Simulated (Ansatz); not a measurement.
`[CH3][SnH2][AlH2]` + `BBO` → `BB[O][AlH2]` + `[CH3][SnH3]` at 500 K and 1 bar (cleavage of the Al–Sn bond).

Gas-phase electronic energies from Ansatz, PBE0-D4/def2-TZVP geometries. CCSD(T)/CBS adds triple-zeta CCSD(T) − MP2 to the extrapolated MP2 energy (def2 sets, frozen cores). Elements past krypton have def2 core potentials. For Sn outer-core shells are correlated without core-valence functions, which leaves a few kJ/mol of doubt a bond. One conformer a species, not always the lowest.

| species | CCSD(T)/CBS energy (Eh) | H − E (kJ/mol) | S (J/(mol·K)) |
| --- | --- | --- | --- |
| `[CH3][SnH2][AlH2]` | -498.27916 | 212.8 | 433.9 |
| `BBO` | -127.16606 | 153.7 | 310.2 |
| `BB[O][AlH2]` | -369.81813 | 175.8 | 397.2 |
| `[CH3][SnH3]` | -255.66383 | 180.3 | 330.7 |

H − E and S are ideal-gas, rigid-rotor, harmonic terms from PBE0-D4/def2-TZVP, for one conformer and one mirror image of each species. 1 Eh = 2625.50 kJ/mol, R = 8.31446 J/(mol·K).

By hand: ΔE, ΔH, ΔS and ΔG.

ΔE = (-369.81813) + (-255.66383) − (-498.27916) − (-127.16606) = -0.03674 Eh = -96.5 kJ/mol. Δ(H − E) = 175.8 + 180.3 − 212.8 − 153.7 = -10.4, so ΔH = -106.9 kJ/mol. ΔS = 397.2 + 330.7 − 433.9 − 310.2 = -16.2 J/(mol·K). ΔG = -106.9 − 500 × (-16.2)/1000 = -98.8 kJ/mol.

By hand: the equilibrium constant, and the temperature at which ΔG would vanish if ΔH and ΔS stayed fixed.

log₁₀ K = −ΔG/(RT ln 10) = 10.3. ΔG = 0 at ΔH/ΔS = 6599 K, far beyond where these terms or the molecules hold.

ΔH outweighs TΔS. A doubt of 5 kJ/mol in ΔE shifts log₁₀ K by 0.5 here. Other conformers and mirror images would add mixing entropy, several J/(mol·K) or more a flexible species. Modes under 60 cm⁻¹, often nearly free rotors, make the harmonic entropy too high. These are equilibria of isolated gas molecules and say nothing of rates. Largest T1 diagnostic: 0.014 (customary marks: 0.02 for closed shells, 0.045 for open ones).
